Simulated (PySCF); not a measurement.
Two species compared at the same levels of theory.

First species: C5H6NP.
Cartesian coordinates in Å at the GFN2-xTB level; atoms count from 1:
```xyz
13
C5H6NP angstrom
C      1.924   -0.424    0.138
C      0.445   -0.197    0.081
C     -0.064    0.972   -0.490
C     -1.411    1.240   -0.572
P     -2.660    0.178    0.014
C     -1.619   -1.090    0.612
N     -0.312   -1.154    0.594
H      2.347   -0.421   -0.866
H      2.407    0.368    0.708
H      2.128   -1.381    0.610
H      0.641    1.693   -0.883
H     -1.729    2.170   -1.029
H     -2.101   -1.952    1.065
```

Second species: C₅H₁₀NOP.
Bonds: N1–P2, P2–C3, C3–C4, C4–C5, C5–O6 (double), C5–C7, C7–C8, P2–C8. Hydrogens: H9, H10 on N1; H11, H12 on C3; H13, H14 on C4; H15, H16 on C7; H17, H18 on C8.

Levels: wB97X-D/def2-SVPD for HOMO energy, LUMO energy, HOMO–LUMO gap and static isotropic polarisability; TDDFT wB97X-D/def2-SVPD for lowest singlet excitation; TDA wB97X-D/def2-SVPD for lowest triplet excitation (Tamm–Dancoff). Geometries: GFN2-xTB. Each structure is a single optimised conformer of the isolated species, non-relativistic unless stated; the electronic structure was computed with PySCF and density fitting.

Values for the first species:

| Property | Result |
| --- | --- |
| HOMO energy | -8.89 eV |
| LUMO energy | -0.01 eV |
| HOMO–LUMO gap | 8.88 eV |
| Lowest singlet excitation | 4.00 eV |
| Lowest triplet excitation (Tamm–Dancoff) | 3.25 eV |
| Static isotropic polarisability | 88.9 au |

Estimate the same properties for the second species, and the change in each.

| property | first | second | second less first |
| --- | --- | --- | --- |
| HOMO energy | -8.89 eV | -8.87 eV | +0.02 eV |
| LUMO energy | -0.01 eV | 1.25 eV | +1.26 eV |
| HOMO–LUMO gap | 8.88 eV | 10.12 eV | +1.24 eV |
| lowest singlet excitation | 4.00 eV | 4.38 eV | +0.38 eV |
| lowest triplet excitation (Tamm–Dancoff) | 3.25 eV | 3.84 eV | +0.59 eV |
| static isotropic polarisability | 88.9 au | 91.1 au | +2.2 au |

On the first: The vertical singlet–triplet gap S1 − T1 is 0.75 eV (TDDFT singlet less Tamm–Dancoff triplet). The principal polarisabilities are 56.8, 90.7 and 119.1 au; their mean is the isotropic value.

On the second: In wavenumbers S1 is 35300 cm⁻¹ (1 eV = 8065.54 cm⁻¹). The principal polarisabilities are 78.0, 89.6 and 105.7 au; their mean is the isotropic value.
